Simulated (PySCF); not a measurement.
PySCF job for C4H6F2, SMILES C1C[C@H](F)[C@H]1F, TDA-PBE/def2-SVPD. Geometry: PBE0-D3(BJ)/def2-SVP. The structure was generated by enumeration; whether it is a known compound was not checked.

```python
import numpy as np
from pyscf import gto, scf, dft, tdscf

mol = gto.M(
    atom='''
    F    -1.64973931    0.15541229   -1.03179062
    C    -0.67698332   -0.34477659   -0.22133258
    C    -0.76887574   -0.05728068    1.27930429
    C     0.76887570    0.05728068    1.27930431
    C     0.67698334    0.34477659   -0.22133256
    F     1.64973934   -0.15541229   -1.03179058
    H    -0.55194319   -1.42170560   -0.42904276
    H    -1.24342619   -0.80927721    1.92308633
    H    -1.25104467    0.91776709    1.44424141
    H     1.25104462   -0.91776709    1.44424145
    H     1.24342614    0.80927722    1.92308635
    H     0.55194320    1.42170561   -0.42904276
    ''',
    basis='def2-SVPD',
    charge=0,
    spin=0,
    symmetry=True,
    max_memory=1600,
    verbose=4,
)
mf = dft.RKS(mol, xc='pbe').density_fit(auxbasis='def2-universal-jkfit')
mf.grids.level = 3
mf.conv_tol = 1e-9
mf.max_cycle = 100
mf.kernel()
mf.grids = dft.Grids(mol).set(level=1).build(with_non0tab=True)  # coarser grid for the response kernel
td = tdscf.TDA(mf)
td.singlet = True
td.nstates = 10
td.conv_tol = 1e-4
td.positive_eig_threshold = 1e-6
td.kernel(x0=td.get_init_guess(mf, 15))
td.analyze()
tt = tdscf.TDA(mf)
tt.singlet = False
tt.nstates = 4
tt.conv_tol = 1e-4
tt.positive_eig_threshold = 1e-6
tt.kernel(x0=tt.get_init_guess(mf, 9))
tt.analyze(verbose=3)
```

It prints:

```
PySCF version 2.14.0

[INPUT] verbose = 4
[INPUT] num. atoms = 12
[INPUT] num. electrons = 48
[INPUT] charge = 0
[INPUT] spin (= nelec alpha-beta = 2S) = 0
[INPUT] symmetry True subgroup None
[INPUT] Mole.unit = angstrom
[INPUT] Symbol           X                Y                Z      unit          X                Y                Z       unit  Magmom
[INPUT]  1 F     -1.649739310000   0.155412290000  -1.031790620000 AA   -3.117555472829   0.293686664491  -1.949801689695 Bohr   0.0
[INPUT]  2 C     -0.676983320000  -0.344776590000  -0.221332580000 AA   -1.279313065699  -0.651533329261  -0.418257958643 Bohr   0.0
[INPUT]  3 C     -0.768875740000  -0.057280680000   1.279304290000 AA   -1.452964572422  -0.108244797429   2.417534738081 Bohr   0.0
[INPUT]  4 C      0.768875700000   0.057280680000   1.279304310000 AA    1.452964496833   0.108244797429   2.417534775876 Bohr   0.0
[INPUT]  5 C      0.676983340000   0.344776590000  -0.221332560000 AA    1.279313103493   0.651533329261  -0.418257920849 Bohr   0.0
[INPUT]  6 F      1.649739340000  -0.155412290000  -1.031790580000 AA    3.117555529521  -0.293686664491  -1.949801614106 Bohr   0.0
[INPUT]  7 H     -0.551943190000  -1.421705600000  -0.429042760000 AA   -1.043021465419  -2.686634213760  -0.810773312127 Bohr   0.0
[INPUT]  8 H     -1.243426190000  -0.809277210000   1.923086330000 AA   -2.349734955211  -1.529312285752   3.634106477595 Bohr   0.0
[INPUT]  9 H     -1.251044670000   0.917767090000   1.444241410000 AA   -2.364131795897   1.734328446239   2.729220722656 Bohr   0.0
[INPUT] 10 H      1.251044620000  -0.917767090000   1.444241450000 AA    2.364131701411  -1.734328446239   2.729220798245 Bohr   0.0
[INPUT] 11 H      1.243426140000   0.809277220000   1.923086350000 AA    2.349734860725   1.529312304649   3.634106515389 Bohr   0.0
[INPUT] 12 H      0.551943200000   1.421705610000  -0.429042760000 AA    1.043021484316   2.686634232658  -0.810773312127 Bohr   0.0

nuclear repulsion = 250.023951356607
point group symmetry = C2
symmetry origin: [ 2.36215757e-09  7.87385897e-10 -7.87385974e-10]
symmetry axis x: [1.00000000e+00 2.19972409e-09 3.36400290e-09]
symmetry axis y: [ 2.19972410e-09 -1.00000000e+00 -3.13437879e-10]
symmetry axis z: [-3.36400290e-09 -3.13437817e-10  1.00000000e+00]
num. orbitals of irrep A = 87
num. orbitals of irrep B = 87
number of shells = 74
number of NR pGTOs = 246
number of NR cGTOs = 174
basis = def2-SVPD
ecp = {}


******** <class 'pyscf.df.df_jk.DFSymAdaptedRKS'> ********
method = DFSymAdaptedRKS
initial guess = minao
damping factor = 0
level_shift factor = 0
DIIS = <class 'pyscf.scf.diis.CDIIS'>
diis_start_cycle = 1
diis_space = 8
diis_damp = 0
SCF conv_tol = 1e-09
SCF conv_tol_grad = None
SCF max_cycles = 100
direct_scf = False
XC library pyscf.dft.libxc version 7.1.2
    S. Lehtola, C. Steigemann, M. J. T. Oliveira, and M. A. L. Marques,  SoftwareX 7, 1–5 (2018)
XC functionals = pbe
    J. P. Perdew, K. Burke, and M. Ernzerhof,  Phys. Rev. Lett. 77, 3865 (1996)
    J. P. Perdew, K. Burke, and M. Ernzerhof,  Phys. Rev. Lett. 78, 1396 (1997)
    J. P. Perdew, K. Burke, and M. Ernzerhof,  Phys. Rev. Lett. 77, 3865 (1996)
    J. P. Perdew, K. Burke, and M. Ernzerhof,  Phys. Rev. Lett. 78, 1396 (1997)
radial grids:
    Treutler-Ahlrichs [JCP 102, 346 (1995); DOI:10.1063/1.469408] (M4) radial grids

becke partition: Becke, JCP 88, 2547 (1988); DOI:10.1063/1.454033
pruning grids: <function nwchem_prune>
grids dens level: 3
symmetrized grids: True
atomic radii adjust function: <function treutler_atomic_radii_adjust>
small_rho_cutoff = 0
Freeze 0 electrons in irreps []
    48 free electrons in irreps A B
Set gradient conv threshold to 3.16228e-05
Initial guess from minao.
tot grids = 143848
init E= -355.572430529206
HOMO (A) = -0.331233266190394  LUMO (B) = -0.0259550212557151  gap/eV = 8.30704
cycle= 1 E= -354.988368086448  delta_E= 0.584  |g|= 0.587  |ddm|= 4.95
HOMO (A) = -0.202651738992348  LUMO (B) = 0.0131416490791612  gap/eV = 5.87204
cycle= 2 E= -354.867002138058  delta_E= 0.121  |g|= 1.04  |ddm|= 1.53
HOMO (A) = -0.26377438891636  LUMO (B) = 0.00322081922680884  gap/eV = 7.26531
cycle= 3 E= -355.05311105195  delta_E= -0.186  |g|= 0.119  |ddm|= 0.908
HOMO (A) = -0.270763780095073  LUMO (B) = -0.00211860643792106  gap/eV = 7.31021
cycle= 4 E= -355.055526198636  delta_E= -0.00242  |g|= 0.0527  |ddm|= 0.282
HOMO (A) = -0.269839826532  LUMO (B) = -0.000753984363498272  gap/eV = 7.32220
cycle= 5 E= -355.056153416999  delta_E= -0.000627  |g|= 0.00487  |ddm|= 0.125
HOMO (A) = -0.269228680622516  LUMO (B) = -0.000649183905383488  gap/eV = 7.30842
cycle= 6 E= -355.056156970037  delta_E= -3.55e-06  |g|= 0.00295  |ddm|= 0.0127
HOMO (A) = -0.269554889083482  LUMO (B) = -0.00075505918356189  gap/eV = 7.31442
cycle= 7 E= -355.056159041428  delta_E= -2.07e-06  |g|= 0.000219  |ddm|= 0.0048
HOMO (A) = -0.269547291100774  LUMO (B) = -0.000751012324526457  gap/eV = 7.31432
cycle= 8 E= -355.056159052545  delta_E= -1.11e-08  |g|= 4e-05  |ddm|= 0.000881
HOMO (A) = -0.269549431420713  LUMO (B) = -0.000751952440749104  gap/eV = 7.31435
cycle= 9 E= -355.056159052905  delta_E= -3.6e-10  |g|= 5.08e-06  |ddm|= 0.000203
HOMO (A) = -0.269550371739538  LUMO (B) = -0.000752752951156843  gap/eV = 7.31436
Extra cycle  E= -355.056159052907  delta_E= -2.27e-12  |g|= 4.26e-06  |ddm|= 1.61e-05
converged SCF energy = -355.056159052907
tot grids = 46152
Overwritten attributes  positive_eig_threshold  of <class 'pyscf.tdscf.rks.TDA'>


******** <class 'pyscf.tdscf.rks.TDA'> for <class 'pyscf.df.df_jk.DFSymAdaptedRKS'> ********
nstates = 10 singlet
deg_eia_thresh = 1.000e-03
wfnsym = None
conv_tol = 0.0001
eigh lindep = 1e-12
eigh level_shift = 0
eigh max_cycle = 100


Excitation energies (eV)
[7.42971181 7.43066654 7.81332549 7.83059001 8.03963818 8.10746125
 8.12066086 8.16432037 8.4949292  8.50687583]

** Singlet excitation energies and oscillator strengths **
Excited State   1:    B      7.42971 eV    166.88 nm  f=0.0120
      24 -> 25        0.70251
Excited State   2:    A      7.43067 eV    166.85 nm  f=0.0167
      24 -> 26        0.70613
Excited State   3:    A      7.81333 eV    158.68 nm  f=0.0019
      23 -> 25        0.70395
Excited State   4:    B      7.83059 eV    158.33 nm  f=0.0078
      23 -> 26       -0.70374
Excited State   5:    B      8.03964 eV    154.22 nm  f=0.0088
      22 -> 25       -0.67532
      24 -> 27       -0.19608
Excited State   6:    B      8.10746 eV    152.93 nm  f=0.0242
      22 -> 25       -0.19459
      24 -> 27        0.67651
Excited State   7:    A      8.12066 eV    152.68 nm  f=0.0006
      22 -> 26       -0.57576
      24 -> 28        0.40669
Excited State   8:    A      8.16432 eV    151.86 nm  f=0.0010
      22 -> 26       -0.40122
      24 -> 28       -0.57410
Excited State   9:    B      8.49493 eV    145.95 nm  f=0.0101
      23 -> 28       -0.70546
Excited State  10:    A      8.50688 eV    145.75 nm  f=0.0218
      23 -> 27       -0.70249

** Transition electric dipole moments (AU) **
state          X           Y           Z        Dip. S.      Osc.
  1        -0.1088      0.2321     -0.0000      0.0657      0.0120
  2        -0.0000      0.0000      0.3030      0.0918      0.0167
  3        -0.0000     -0.0000     -0.1003      0.0101      0.0019
  4        -0.1946     -0.0534     -0.0000      0.0407      0.0078
  5         0.1528     -0.1453     -0.0000      0.0445      0.0088
  6        -0.0451     -0.3465     -0.0000      0.1221      0.0242
  7         0.0000     -0.0000      0.0561      0.0032      0.0006
  8        -0.0000     -0.0000      0.0691      0.0048      0.0010
  9         0.1615     -0.1505     -0.0000      0.0487      0.0101
 10        -0.0000      0.0000      0.3234      0.1046      0.0218

** Transition velocity dipole moments (imaginary part, AU) **
state          X           Y           Z        Dip. S.      Osc.
  1        -0.0266      0.0158      0.0000      0.0010      0.0023
  2        -0.0000     -0.0000      0.0644      0.0042      0.0101
  3        -0.0000      0.0000     -0.0314      0.0010      0.0023
  4        -0.0507     -0.0107     -0.0000      0.0027      0.0062
  5         0.0323      0.0001      0.0000      0.0010      0.0023
  6        -0.0444     -0.0747      0.0000      0.0075      0.0169
  7         0.0000      0.0000      0.0136      0.0002      0.0004
  8        -0.0000      0.0000     -0.0045      0.0000      0.0000
  9         0.0356     -0.0265      0.0000      0.0020      0.0042
 10         0.0000      0.0000      0.1077      0.0116      0.0247

** Transition magnetic dipole moments (imaginary part, AU) **
state          X           Y           Z
  1        -0.2353     -0.0370     -0.0000
  2        -0.0000     -0.0000     -0.2237
  3        -0.0000      0.0000      0.0030
  4         0.1077     -0.2561      0.0000
  5         0.1056     -0.5171     -0.0000
  6         0.0554     -0.0833      0.0000
  7         0.0000      0.0000     -0.0729
  8        -0.0000      0.0000      0.4315
  9        -0.6423      0.0994     -0.0000
 10         0.0000     -0.0000      0.4860


******** <class 'pyscf.tdscf.rks.TDA'> for <class 'pyscf.df.df_jk.DFSymAdaptedRKS'> ********
nstates = 4 triplet
deg_eia_thresh = 1.000e-03
wfnsym = None
conv_tol = 0.0001
eigh lindep = 1e-12
eigh level_shift = 0
eigh max_cycle = 100


Excitation energies (eV)
[7.14614929 7.31552774 7.55597574 7.69437891]

** Triplet excitation energies and oscillator strengths **
Excited State   1:    B      7.14615 eV    173.50 nm  f=0.0000
Excited State   2:    A      7.31553 eV    169.48 nm  f=0.0000
Excited State   3:    A      7.55598 eV    164.09 nm  f=0.0000
Excited State   4:    B      7.69438 eV    161.14 nm  f=0.0000
```

The calculation finished and met its thresholds.
